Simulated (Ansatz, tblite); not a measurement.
Removing and adding an electron: In12Sb12H32, a nanocrystal cut from zinc blende InSb (hydrogen-capped). Total charge 0; singlet. Geometry: r2SCAN-D4/def2-SVP. Ansatz, gas phase; energy differences of separate SCF runs; the oxidised species was run as a doublet alone; the reduced species was run as a doublet alone.

```xyz
56

In   -2.335    1.901    4.802
In    2.631   -3.822    3.908
In    0.351   -5.033   -0.909
In   -4.764    1.589    0.527
In   -3.185   -2.156   -2.723
In   -1.381   -1.351    1.489
In    1.845    2.121    2.414
In    2.509   -1.297   -0.717
In   -0.728    1.646   -1.649
In   -1.595    5.291    1.254
In    1.165   -1.297   -4.821
In    4.122    3.027   -3.266
Sb   -0.037   -2.703    3.644
Sb   -3.396    0.258    2.614
Sb   -0.553    3.445    3.178
Sb   -1.934   -3.320   -0.461
Sb    3.753   -2.653    1.489
Sb    1.679   -3.139   -2.648
Sb   -5.137   -0.447   -1.496
Sb   -2.742    3.261   -0.529
Sb   -1.271   -0.279   -3.645
Sb    0.594    0.361    0.467
Sb    4.443    0.514   -1.829
Sb    1.290    3.387   -2.732
H    -3.685    2.847    5.315
H    -1.434    0.764    5.746
H     3.376   -2.987    5.213
H     2.468   -5.497    3.558
H    -0.132   -6.449   -1.764
H     1.284   -4.931    0.558
H    -6.306    2.289    0.874
H    -3.873   -3.228   -3.890
H     2.410    1.011    3.624
H     2.872    3.115    1.427
H    -2.969    6.130    1.879
H    -0.302    5.954    0.314
H     0.809   -2.128   -6.288
H     2.349   -0.047   -4.557
H     4.231    2.605   -4.928
H     4.943    4.206   -2.322
H    -1.123   -3.903    4.185
H    -0.284   -1.646    4.956
H    -4.533   -0.893    3.165
H     0.010    4.552    4.353
H    -3.177   -4.267    0.228
H     4.750   -3.834    0.769
H     5.031   -1.620    1.947
H     3.212   -3.818   -2.978
H    -6.399   -1.468   -0.973
H    -6.023    0.254   -2.775
H    -3.477    3.955   -1.906
H    -2.119    0.583   -4.851
H     5.553    0.771   -0.560
H     5.481   -0.471   -2.755
H     1.119    4.789   -1.780
H     0.610    4.059   -4.146
```

In the def2 sets In, Sb take a core potential; there is no spin–orbit coupling. The xTB rows come from tblite. Single mean-field runs in def2-TZVP are fitted with def2-universal-jkfit. HOMO above LUMO, or a gap near zero within one spin, warns that the state may not be the lowest or that an electron is smeared out.

**Question.** Estimate orbital energies and vertical ionisation energies and electron affinities at: GFN1-xTB; PBE-D4/def2-TZVP; PBE0-D4/def2-TZVP.

**Answer.** 
```json
{"level": "GFN1-xTB", "−HOMO (eV)": "9.39", "vertical IE (eV)": "10.50", "−LUMO (eV)": "7.60", "vertical EA (eV)": "6.55", "HOMO–LUMO gap (eV)": "1.79", "IE − EA (eV)": "3.95", "remarks": "–"}
{"level": "PBE-D4/def2-TZVP", "−HOMO (eV)": "5.62", "vertical IE (eV)": "6.92", "−LUMO (eV)": "2.98", "vertical EA (eV)": "1.91", "HOMO–LUMO gap (eV)": "2.64", "IE − EA (eV)": "5.00", "remarks": "gap within one spin near zero (+1 doublet), gap within one spin near zero (-1 doublet)"}
{"level": "PBE0-D4/def2-TZVP", "−HOMO (eV)": "6.42", "vertical IE (eV)": "7.30", "−LUMO (eV)": "2.35", "vertical EA (eV)": "1.64", "HOMO–LUMO gap (eV)": "4.08", "IE − EA (eV)": "5.66", "remarks": "–"}
```

   Raw xTB energy differences between charge states are shifted by several eV; the methods need an empirical correction for them. Sets without diffuse functions give affinities that are too small.
